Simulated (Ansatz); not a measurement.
C3H3N2, SMILES n1cc[c][nH]1, multiplicity 2.

Geometry: B3LYP-D3(BJ)/def2-SVP. The isomer is the one that the SMILES or the coordinates give; other isomers of the formula were not compared.

Two levels are set side by side: PBE/def2-SVPD (Ansatz, a first-principles code) and PBE0/def2-SVPD (Ansatz). Energy differences of separate SCF runs at the same geometry; the states with an electron removed or added have multiplicity 3 and 1. Differences are taken from unrounded values.

```json
[
 {"quantity": "vertical ionisation energy (eV)", "PBE0": "9.55"},
 {"quantity": "vertical electron affinity (eV)", "PBE0": "1.47"}
]
```

**Question.** What does PBE give, and how far is it from PBE0? (Estimate from the structure and the level; the computed values follow.)

**Answer.** 
| quantity | PBE | PBE minus PBE0 |
|---|---|---|
| vertical ionisation energy (eV) | 9.61 | 0.06 |
| vertical electron affinity (eV) | 1.48 | 0.01 |

Here PBE gives about what the other level gives.
